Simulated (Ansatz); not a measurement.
```xyz
12

C    -1.014    1.817    0.540
In    0.042   -3.050   -0.186
Si   -0.429    0.092    0.192
C     1.461   -1.272   -0.704
O     1.066    0.096   -0.459
H    -1.048    2.404   -0.381
H    -2.016    1.802    0.975
H    -0.342    2.317    1.241
H    -1.378   -0.633   -0.726
H    -0.437   -0.751    1.440
H     2.398   -1.455   -0.160
H     1.698   -1.367   -1.773
```

Charge 0, multiplicity 1. In takes the def2 core potential. The bonds changed during the relaxation, so this is another structure than the one it started from.

Q: List the PBE/def2-TZVPP orbital energies in eV (the Gaussian-basis code of Ansatz). (An estimate is asked.)

A: Computed: Occupied: -1779.81, -509.95, -269.29, -268.67, -137.48, -121.33, -94.23, -94.21, -94.19, -78.98, -78.98, -78.66, -24.80, -18.21, -18.20, -18.00, -17.94, -17.94, -17.45, -15.63, -12.69, -10.73, -10.52, -10.01, -9.90, -9.40, -8.14, -8.14, -7.45, -6.32, -4.32. Lowest empty: -2.09, -2.05, -0.23, 0.15, 0.41, 1.26, 1.27, 1.57.
